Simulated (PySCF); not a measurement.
**Nb (niobium, neutral) across methods**

[Kr] 4d4 5s1, high-spin 6D determinant. Calculation: PySCF 2.14, in aug-cc-pVTZ-PP with ECP28MDF (6s6p5d3f2g, 88 functions); scalar relativity through the core potential.

```json
{"method": "r2SCANh", "E (hartree)": "-56.6634", "mean ε 4p β (eV)": "-34.127", "mean ε 5s α (eV)": "-4.929", "mean ε 4d α (eV)": "-4.333", "Σ⟨r²⟩ (bohr²)": "53.21", "⟨S²⟩": "8.752"}
{"method": "r2SCAN", "E (hartree)": "-56.6763", "mean ε 4p β (eV)": "-33.414", "mean ε 5s α (eV)": "-4.733", "mean ε 4d α (eV)": "-3.897", "Σ⟨r²⟩ (bohr²)": "53.31", "⟨S²⟩": "8.752"}
{"method": "HSE06", "E (hartree)": "-56.6362", "mean ε 4p β (eV)": "-34.435", "mean ε 5s α (eV)": "-4.668", "mean ε 4d α (eV)": "-4.421", "Σ⟨r²⟩ (bohr²)": "53.68", "⟨S²⟩": "8.751"}
{"method": "PBE0", "E (hartree)": "-56.6364", "mean ε 4p β (eV)": "-34.827", "mean ε 5s α (eV)": "-5.021", "mean ε 4d α (eV)": "-4.822", "Σ⟨r²⟩ (bohr²)": "53.54", "⟨S²⟩": "8.751"}
{"method": "PBE", "E (hartree)": "-56.6543", "mean ε 4p β (eV)": "-32.827", "mean ε 5s α (eV)": "-4.506", "mean ε 4d α (eV)": "-3.693", "Σ⟨r²⟩ (bohr²)": "54.09", "⟨S²⟩": "8.751"}
{"method": "LDA", "E (hartree)": "-56.4994", "mean ε 4p β (eV)": "-32.880", "mean ε 5s α (eV)": "-4.721", "mean ε 4d α (eV)": "-3.771", "Σ⟨r²⟩ (bohr²)": "54.16", "⟨S²⟩": "8.750"}
{"method": "B3LYP", "E (hartree)": "-56.6564", "mean ε 4p β (eV)": "-34.559", "mean ε 5s α (eV)": "-4.865", "mean ε 4d α (eV)": "-4.475", "Σ⟨r²⟩ (bohr²)": "53.90", "⟨S²⟩": "8.751"}
{"method": "UHF", "E (hartree)": "-56.14934", "mean ε 4p β (eV)": "-39.941", "mean ε 5s α (eV)": "-6.230", "mean ε 4d α (eV)": "-7.906", "Σ⟨r²⟩ (bohr²)": "54.01", "⟨S²⟩": "8.755"}
```

Question: Estimate the same row for wB97X.

Answer: E (hartree) = -56.5907; mean ε 4p β (eV) = -37.356; mean ε 5s α (eV) = -6.250; mean ε 4d α (eV) = -6.763; Σ⟨r²⟩ (bohr²) = 53.79; ⟨S²⟩ = 8.751.

Energies and moments cover only the electrons outside the core potential.
